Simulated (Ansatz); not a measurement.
Ligand exchange: C2H5BrSn + C2H6OSi → C2H6OSn + C2H5BrSi

Species: C2H5BrSn `C[CH2][Sn][Br]`, singlet; C2H6OSi `C=C[SiH2]O`, singlet; C2H6OSn `C[CH2][Sn][OH]`, singlet; C2H5BrSi `C=C[SiH2]Br`, singlet. The partners trade Br for OH: Sn–Br and Si–OH bonds give way to Sn–OH and Si–Br.

Shapes, held fixed at every level: PBE0-D4/def2-TZVP. Flexible molecules stand in one conformer, not always the lowest. Programs: Ansatz 0.2.0. The zero-point and thermal change to 298 K, harmonic and unscaled (PBE0-D4/def2-TZVP), is -1.9 kJ/mol.

Q: Estimate ΔH(298 K) of this reaction.

A: The highest level, CCSD(T)/def2-TZVPP, gives ΔH(298 K) = +77.0 kJ/mol; the levels span +69.0 to +92.4. The column of differences is taken from that level and isn't an error. No measured value is set beside it here. For atoms past krypton def2 sets carry core potentials with scalar relativity. Relativity is left out for Br unless named. Correlated rows may include outer-core shells of Br, Sn, which these sets cover unevenly.

```
              level                   kind  ΔH(298 K) (kJ/mol)  less CCSD(T)/def2-TZVPP
   SPW92/def2-TZVPP                    LDA               +70.8                     -6.2
  PBE-D4/def2-TZVPP                    GGA               +69.0                     -8.0
B3LYP-D4/def2-TZVPP          global hybrid               +81.9                     +4.9
BHLYP-D4/def2-TZVPP          global hybrid               +92.4                    +15.4
       MP2/def2-SVP    perturbation theory               +77.9                     +0.9
     MP2/def2-TZVPP    perturbation theory               +76.8                     -0.2
    CCSD/def2-TZVPP  coupled cluster or CI               +81.2                     +4.2
 CCSD(T)/def2-TZVPP  coupled cluster or CI               +77.0                      0.0
```
